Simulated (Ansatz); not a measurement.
Reaction (substitution at a C–Ga bond): `[CH3][AlH][CH2][GaH2]` + CH₃OH → `CO[CH2][AlH][CH3]` + `[GaH3]`

Program: Ansatz. Geometries: PBE0-D4/def2-TZVP. ΔE: electronic, gas phase. CCSD(T)/CBS is the MP2 limit (def2-TZVPP, def2-QZVPP) plus CCSD(T) − MP2 in def2-TZVPP, frozen cores. This one scheme is used for every species. DFT in def2-TZVPP. HSE06 is defined as in plane-wave codes. For Ga outer-core shells are correlated without core-valence functions, which leaves a few kJ/mol of doubt a bond. Scalar relativity is left out up to krypton. One conformer a species, not always the lowest.

`[CH3][AlH][CH2][GaH2]`:

Cartesian coordinates in Å:
```
C -0.654 0.502 2.045
Al -1.048 -0.250 0.286
C 0.364 -0.960 -0.847
Ga 1.295 0.345 -1.962
H -1.008 1.536 2.112
H -1.178 -0.050 2.833
H 0.412 0.495 2.285
H -2.546 -0.258 -0.253
H -0.075 -1.716 -1.506
H 1.113 -1.415 -0.188
H 2.535 1.122 -1.385
H 0.789 0.649 -3.419
```

CH₃OH:

Cartesian coordinates in Å:
```
C 0.241 -0.255 -0.060
O -0.794 0.650 -0.368
H 0.475 -0.797 -0.977
H -0.057 -0.987 0.701
H 1.153 0.251 0.278
H -1.018 1.138 0.426
```

`CO[CH2][AlH][CH3]`:

Cartesian coordinates in Å:
```
C 0.355 0.311 -1.873
O -0.880 0.579 -1.288
C -0.743 1.306 -0.074
Al -0.062 0.229 1.452
C 0.194 -1.699 1.299
H 0.181 -0.276 -2.777
H 1.010 -0.270 -1.201
H 0.886 1.235 -2.145
H -1.752 1.653 0.189
H -0.163 2.229 -0.243
H 0.199 0.984 2.833
H -0.240 -2.230 2.152
H -0.246 -2.102 0.384
H 1.261 -1.948 1.292
```

`[GaH3]`:

Z-matrix (Å, degrees):
```
Ga
H 1 1.568
H 1 1.568 2 120.0
H 1 1.568 2 120.0 3 -179.9
```

```csv
level,ΔE (kcal/mol),difference from CCSD(T)/CBS
B97M-V,25.5,-5.2
r2SCANh-D4,28.4,-2.3
r2SCAN0-D4,28.8,-1.9
HSE06-D4,28.2,-2.5
ωB97X-V,26.2,-4.5
ωB97M-V,27.1,-3.6
PBE,27.4,-3.3
revPBE,28.0,-2.7
PBE0,28.3,-2.4
CAM-B3LYP,26.1,-4.6
LC-ωPBE,28.2,-2.5
RPA@PBE/def2-TZVPP,27.3,-3.4
MP2/def2-SVP,27.3,-3.4
CCSD/def2-SVP,24.8,-5.9
MP2/def2-QZVPP,32.2,1.5
MP2/CBS(def2),32.9,2.2
CCSD(T)/CBS,30.7,0
```

Largest T1 diagnostic among the species: 0.013.

From BLYP to BHLYP (50 % exact exchange), in def2-TZVPP and without D4, ΔE moves by +0.8 kcal/mol. At CCSD(T), def2-SVP lies −5.9 kcal/mol from the extrapolated value and def2-TZVPP −1.6 kcal/mol. Leaving LDA and LC-ωPBE aside and taking each functional with its dispersion term where it has one, the values, not all of them listed here, spread over 4.4 kcal/mol, from BLYP-D4 to PBE-QIDH. LDA lies −1.6 kcal/mol from PBE without D4.
